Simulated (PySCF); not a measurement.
Ga(H)(NHMe)2, C₂H₉GaN₂, SMILES C[NH][GaH][NH]C, PBE0/def2-SVP optimised geometry.

```
14

Ga    -0.74    -0.73     0.00
H     -1.54    -2.06     0.00
N      1.08    -0.73     0.00
C      1.95    -1.88     0.00
H      1.58     0.15     0.00
H      2.60    -1.92     0.89
H      2.60    -1.93    -0.89
H      1.35    -2.80     0.00
N     -1.59     0.88     0.00
C     -1.02     2.21     0.00
H     -2.60     0.88     0.00
H     -1.31     2.80     0.89
H     -1.31     2.80    -0.89
H      0.08     2.16     0.00
```

Density from PBE0/def2-TZVP (PySCF 2.14.0) at that geometry.

Minimum of the electron density along straight lines between bonded atoms, close to the bond critical point (lines longer than 1.1 times the sum of covalent radii, or with two minima, are not listed):

```tsv
bond	length / Å	ρ at the minimum / e bohr⁻³	∇²ρ there / e bohr⁻⁵	position (fraction from the first atom)
Ga1–H2	1.557	0.117	0.14	0.60
Ga1–N3	1.820	0.134	0.57	0.48
N3–C4	1.440	0.274	-0.74	0.60
N3–H5	1.013	0.336	-1.59	0.73
C4–H6	1.107	0.272	-0.92	0.64
C4–H7	1.107	0.272	-0.92	0.64
C4–H8	1.102	0.275	-0.94	0.64
Ga1–N9	1.821	0.134	0.57	0.48
N9–C10	1.439	0.275	-0.74	0.60
N9–H11	1.013	0.336	-1.61	0.73
C10–H12	1.107	0.272	-0.92	0.64
C10–H13	1.107	0.272	-0.92	0.64
C10–H14	1.101	0.275	-0.94	0.64
```
